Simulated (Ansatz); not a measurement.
`B[SiH]([SiH3])Cl` + `N=CF` → `BN=CF` + `[SiH3][SiH2]Cl` at 700 K and 1 bar (cleavage of the B–Si bond).

Isolated molecules relaxed with PBE0-D4/def2-TZVP in Ansatz; ΔE leaves out vibrations. CCSD(T)/CBS adds triple-zeta CCSD(T) − MP2 to the extrapolated MP2 energy (def2 sets, frozen cores). This one scheme is used for every species. Each species was taken in one conformer, which may not be the lowest.

| species | CCSD(T)/CBS energy (Eh) | H − E (kJ/mol) | S (J/(mol·K)) |
| --- | --- | --- | --- |
| `B[SiH]([SiH3])Cl` | -1066.34213 | 228.8 | 491.3 |
| `N=CF` | -193.72220 | 122.2 | 297.1 |
| `BN=CF` | -219.13545 | 167.9 | 359.5 |
| `[SiH3][SiH2]Cl` | -1040.97629 | 178.3 | 420.2 |

H − E and S are ideal-gas, rigid-rotor, harmonic terms from PBE0-D4/def2-TZVP, for one conformer and one mirror image of each species. 1 Eh = 2625.50 kJ/mol, R = 8.31446 J/(mol·K).

By hand: ΔE, ΔH, ΔS and ΔG.

ΔE = (-219.13545) + (-1040.97629) − (-1066.34213) − (-193.72220) = -0.04741 Eh = -124.5 kJ/mol. Δ(H − E) = 167.9 + 178.3 − 228.8 − 122.2 = -4.8, so ΔH = -129.3 kJ/mol. ΔS = 359.5 + 420.2 − 491.3 − 297.1 = -8.7 J/(mol·K). ΔG = -129.3 − 700 × (-8.7)/1000 = -123.2 kJ/mol.

By hand: the equilibrium constant, and the temperature at which ΔG would vanish if ΔH and ΔS stayed fixed.

log₁₀ K = −ΔG/(RT ln 10) = 9.2. ΔG = 0 at ΔH/ΔS = 14862 K, far beyond where these terms or the molecules hold.

The number of gas molecules stays the same, so ΔS is small and ΔH decides. A doubt of 5 kJ/mol in ΔE shifts log₁₀ K by 0.4 here. Other conformers and mirror images would add mixing entropy, several J/(mol·K) or more a flexible species. These are equilibria of isolated gas molecules and say nothing of rates. Largest T1 diagnostic: 0.015 (customary marks: 0.02 for closed shells, 0.045 for open ones).
